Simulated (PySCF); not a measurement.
C6H9N3.
Bonds: C1–C2, C2–C3, C3–C4 (aromatic), C4–C5 (aromatic), C5–C6, C5–N7 (aromatic), N7–N8 (aromatic), N8–N9 (aromatic), C3–N9 (aromatic). Hydrogens: H10, H11, H12 on C1; H13, H14 on C2; H15 on C4; H16, H17, H18 on C6.

The same species was optimised twice, with GFN2-xTB and with PBE0-D3(BJ)/def2-SVP (PySCF), and the same property calculations (PySCF, gas phase) were run on both structures.

| coordinate | GFN2-xTB | PBE0-D3(BJ)/def2-SVP | change |
| --- | --- | --- | --- |
| N7–N8 (Å) | 1.288 | 1.309 | +0.021 |
| N8–N9 (Å) | 1.287 | 1.303 | +0.016 |
| C3–N9 (Å) | 1.334 | 1.343 | +0.009 |
| C1–C2 (Å) | 1.530 | 1.525 | -0.005 |
| C5–N7 (Å) | 1.333 | 1.338 | +0.005 |
| C2–C3 (Å) | 1.495 | 1.498 | +0.003 |
| C3–C4 (Å) | 1.390 | 1.387 | -0.003 |
| C5–C6 (Å) | 1.490 | 1.493 | +0.003 |
| C4–C5 (Å) | 1.392 | 1.393 | +0.001 |
| C1–C2–C3 (°) | 110.0 | 112.1 | +2.1 |
| C2–C3–N9 (°) | 117.3 | 116.0 | -1.3 |
| C2–C3–C4 (°) | 122.8 | 123.9 | +1.1 |
| N7–N8–N9 (°) | 122.8 | 121.8 | -1.0 |
| C6–C5–N7 (°) | 117.4 | 116.9 | -0.5 |
| C4–C5–N7 (°) | 119.8 | 120.2 | +0.4 |
| C4–C3–N9 (°) | 119.8 | 120.2 | +0.4 |
| C3–C4–C5 (°) | 116.1 | 116.3 | +0.2 |
| C1–C2–C3–C4 (°) | -85 | -115 | -30 |

Rotational constants: A = 3272, B = 1187, C = 942.0 MHz (GFN2-xTB) against A = 3549, B = 1132, C = 917.0 MHz (PBE0-D3(BJ)/def2-SVP). Point groups within 0.08 Å: C1 and C1.

On the GFN2-xTB structure: HOMO (eV) -6.84 [PBE0/pcSseg-1]; LUMO (eV) -1.64 [PBE0/pcSseg-1]; dipole (D) 5.41 [PBE0/pcSseg-1]; GIAO shielding of C1 (ppm) 167.1 [PBE0/pcSseg-1]; GIAO shielding of C2 (ppm) 152.0 [PBE0/pcSseg-1]; GIAO shielding of C3 (ppm) 19.3 [PBE0/pcSseg-1]; GIAO shielding of C4 (ppm) 65.5 [PBE0/pcSseg-1]; GIAO shielding of C5 (ppm) 25.0 [PBE0/pcSseg-1]; GIAO shielding of C6 (ppm) 162.5 [PBE0/pcSseg-1]; GIAO shielding of N7 (ppm) -158.0 [PBE0/pcSseg-1]; GIAO shielding of N8 (ppm) -270.6 [PBE0/pcSseg-1].

What do these properties become on the PBE0-D3(BJ)/def2-SVP structure?

| property | level | on GFN2-xTB | on PBE0-D3(BJ)/def2-SVP | change |
| --- | --- | --- | --- | --- |
| HOMO (eV) | PBE0/pcSseg-1 | -6.84 | -7.07 | -0.23 |
| LUMO (eV) | PBE0/pcSseg-1 | -1.64 | -1.71 | -0.07 |
| dipole (D) | PBE0/pcSseg-1 | 5.41 | 5.26 | -0.15 |
| energy, GFN2-xTB geometry as zero (kcal/mol) | PBE0/pcSseg-1 | 0.0 | -1.3 | -1.3 |
| GIAO shielding of C1 (ppm) | PBE0/pcSseg-1 | 167.1 | 167.6 | +0.5 |
| GIAO shielding of C2 (ppm) | PBE0/pcSseg-1 | 152.0 | 150.7 | -1.3 |
| GIAO shielding of C3 (ppm) | PBE0/pcSseg-1 | 19.3 | 17.8 | -1.5 |
| GIAO shielding of C4 (ppm) | PBE0/pcSseg-1 | 65.5 | 65.5 | 0.0 |
| GIAO shielding of C5 (ppm) | PBE0/pcSseg-1 | 25.0 | 23.1 | -1.9 |
| GIAO shielding of C6 (ppm) | PBE0/pcSseg-1 | 162.5 | 160.4 | -2.1 |
| GIAO shielding of N7 (ppm) | PBE0/pcSseg-1 | -158.0 | -168.4 | -10.4 |
| GIAO shielding of N8 (ppm) | PBE0/pcSseg-1 | -270.6 | -276.9 | -6.3 |

The heavy atoms differ by 0.188 Å rms after alignment. Among bonds between heavy atoms N7–N8 changes most (+0.021 Å). Changes are differences of the printed values. Neither structure is proved a minimum here.

The values belong to the conformer `[CH3:1][CH2:2][c:3]1[cH:4][c:5]([CH3:6])[n:7][n:8][n:9]1`: C1–C2–C3–C4 -115°.
